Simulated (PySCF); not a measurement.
C4H8BN, SMILES CC1=CCB1N. Atoms are numbered in the order given.

```xyz
14

C     -0.7754     2.0475     0.0000
C     -0.0137     0.7627     0.0000
C      1.3217     0.5208     0.0000
C      1.3585    -1.0080     0.0000
B     -0.2429    -0.7881     0.0000
N     -1.3430    -1.6426     0.0000
H     -1.4339     2.1208    -0.8831
H     -0.1103     2.9269     0.0000
H     -1.4339     2.1208     0.8831
H      2.1648     1.2299     0.0000
H      1.8199    -1.4659    -0.8936
H      1.8199    -1.4659     0.8936
H     -1.2560    -2.6519     0.0000
H     -2.3015    -1.3139     0.0000
```

Coordinates come from a B3LYP-D3(BJ)/def2-SVP optimisation. This is a generated structure with no PubChem entry under its InChIKey; it may be hypothetical. The values are those of a single conformer.

All values below come from M06-2X/def2-TZVP in PySCF.

Symmetry labels are those of the subgroup Cs that the program uses (full group Cs).

List the valence orbital energies around the gap with their symmetry. (Estimate from the structure and the level; the computed values follow.)


```json
[
 {"orbital": "HOMO−7", "symmetry": "A\"", "energy (eV)": "-13.08"},
 {"orbital": "HOMO−6", "symmetry": "A'", "energy (eV)": "-12.97"},
 {"orbital": "HOMO−5", "symmetry": "A\"", "energy (eV)": "-12.40"},
 {"orbital": "HOMO−4", "symmetry": "A'", "energy (eV)": "-10.76"},
 {"orbital": "HOMO−3", "symmetry": "A\"", "energy (eV)": "-9.84"},
 {"orbital": "HOMO−2", "symmetry": "A'", "energy (eV)": "-9.49"},
 {"orbital": "HOMO−1", "symmetry": "A'", "energy (eV)": "-9.17"},
 {"orbital": "HOMO", "symmetry": "A\"", "energy (eV)": "-8.01"},
 {"orbital": "LUMO", "symmetry": "A\"", "energy (eV)": "0.81"},
 {"orbital": "LUMO+1", "symmetry": "A'", "energy (eV)": "1.36"},
 {"orbital": "LUMO+2", "symmetry": "A'", "energy (eV)": "2.18"},
 {"orbital": "LUMO+3", "symmetry": "A'", "energy (eV)": "2.40"}
]
```
